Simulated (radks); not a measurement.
The numbers below are computed, except where a source is named.
How relativity changes the ionisation of the neodymium ion Nd+ ([Xe] 4f4 6s1) to Nd2+ ([Xe] 4f4). Spin-unpolarised spherical Kohn-Sham, LDA (Slater exchange, Perdew-Wang correlation), point nucleus unless stated (finite: rms radius 4.9123 fm), a radial shooting solver on a logarithmic mesh with Libxc functionals. A level marked "c x" has the speed of light scaled by that factor and shares open shells by 2j + 1; other Dirac levels either fill j = l - 1/2 first or share by 2j + 1.

non-rel.: E(Nd+) (hartree) -9280.0782; E(Nd2+) (hartree) -9279.6959; IE (eV) 10.403; HOMO 6s; <r> HOMO (bohr) 4.165
scalar-rel.: E(Nd+) (hartree) -9616.8777; E(Nd2+) (hartree) -9616.4740; IE (eV) 10.985; HOMO 4f; <r> HOMO (bohr) 1.105
scalar-rel., finite nucleus: E(Nd+) (hartree) -9616.3566; E(Nd2+) (hartree) -9615.9529; IE (eV) 10.984; HOMO 4f; <r> HOMO (bohr) 1.105
Dirac, 2j+1 shares: E(Nd+) (hartree) -9622.7590; E(Nd2+) (hartree) -9622.3553; IE (eV) 10.984; HOMO 4f7/2; <r> HOMO (bohr) 1.114
Dirac, low j first: E(Nd+) (hartree) -9622.7931; E(Nd2+) (hartree) -9622.3898; IE (eV) 10.975; HOMO 4f5/2; <r> HOMO (bohr) 1.099
Dirac, 2j+1 shares, finite nucleus: E(Nd+) (hartree) -9622.2353; E(Nd2+) (hartree) -9621.8317; IE (eV) 10.984; HOMO 4f7/2; <r> HOMO (bohr) 1.114
Dirac, c x 0.85: E(Nd+) (hartree) -9774.6319; E(Nd2+) (hartree) -9774.2175; IE (eV) 11.276; HOMO 4f7/2; <r> HOMO (bohr) 1.161
Dirac, c x 2: E(Nd+) (hartree) -9359.6381; E(Nd2+) (hartree) -9359.2512; IE (eV) 10.529; HOMO 6s1/2; <r> HOMO (bohr) 4.120
Dirac, c x 3: E(Nd+) (hartree) -9314.9901; E(Nd2+) (hartree) -9314.6058; IE (eV) 10.458; HOMO 6s1/2; <r> HOMO (bohr) 4.145

NIST Atomic Spectra Database: 10.78 eV (semi-empirical). The relativistic part of the total energy of Nd+ is -342.2 hartree (Dirac, 2j+1 shares, finite nucleus), 3.7 % of the non-relativistic value. Spin polarisation and multiplet splitting of open shells are left out at every level.

Beside tabulated values, note that relativity, absent from the non-relativistic runs, is large for the heavy elements, and spin-unpolarised runs miss the spin-polarisation part of the exchange energy of open shells.
